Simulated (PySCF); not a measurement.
H₂OsS, singlet: molecular constants

Method: PBE0 in PySCF with Os def2-TZVP with ECP60, S def2-TZVP, H def2-TZVP; scalar-relativistic core potentials, no spin–orbit coupling; density-fitted integrals.

The structure is a minimum.

Z-matrix (Å, degrees; charge 0 multiplicity 1):
```
Os
S  1 2.0041
H  1 1.6208 2 114.84
H  1 1.6208 2 114.84 3 180.00
```

```json
{
  "Point group": "C2v",
  "Bond lengths": "Os–H 1.621 Å (×2), Os–S 2.004 Å",
  "Bond angles": "H–Os–H 130.3°, H–Os–S 114.8° (×2)",
  "Heat capacity Cp at 298.15 K": "53.1 J/(mol K)",
  "Entropy at 298.15 K and 1 bar": "287.1 J/(mol K)",
  "Rotational constants": "3.866, 0.1506, 0.1449 cm⁻¹",
  "Principal polarisabilities": "53.1, 55.8, 79.4 bohr³",
  "Atomisation energy without zero-point energy": "948 kJ/mol",
  "Zero-point energy": "38.4 kJ/mol",
  "Dipole moment": "0.53 D",
  "Enthalpy at 298.15 K above 0 K": "13.17 kJ/mol",
  "Principal quadrupole moments (Buckingham, traceless) about the centre of mass": "-3.49, -3.47, 6.96 D Å",
  "Highest occupied level": "-6.46 eV",
  "Lowest empty level": "-3.85 eV",
  "Rotational symmetry number": "2"
}
```

Harmonic modes (masses in u: Os 191.961, S 31.972, H 1.008):
| symmetry | ω (cm⁻¹) | IR (km/mol) |
| --- | --- | --- |
| b1 | 74 | 36.3 |
| b2 | 459 | 9.7 |
| a1 | 600 | 32.7 |
| a1 | 984 | 0.1 |
| b2 | 2137 | 38.0 |
| a1 | 2168 | 108 |

In C2v the vibrations span b1 + 2b2 + 3a1. Here b1 is antisymmetric to the molecular plane and b2 lies in it.

Charges (e):
| atom | Mulliken | Löwdin | polar tensor | Mayer order to Os1 |
| --- | --- | --- | --- | --- |
| Os1 | 0.28 | -0.09 | 0.57 | – |
| S2 | -0.14 | 0.25 | -0.35 | 2.47 |
| H3,4 | -0.07 | -0.08 | -0.11 | 0.91 |

Mulliken populations on Os1 (electrons outside its core potential): s 2.96, p 6.24, d 6.50, f 0.03.

Other isomers or separated fragments may lie lower. At this level a triplet minimum of Cs symmetry lies 76 kJ/mol below this structure. At the minimum of this search the closed-shell solution is unstable towards spin polarisation, so a lower open-shell solution exists. No spin–orbit coupling is included, which matters more the heavier the element.

The final relaxation and frequency run took of the order of 2.6 core-minutes on a shared host.
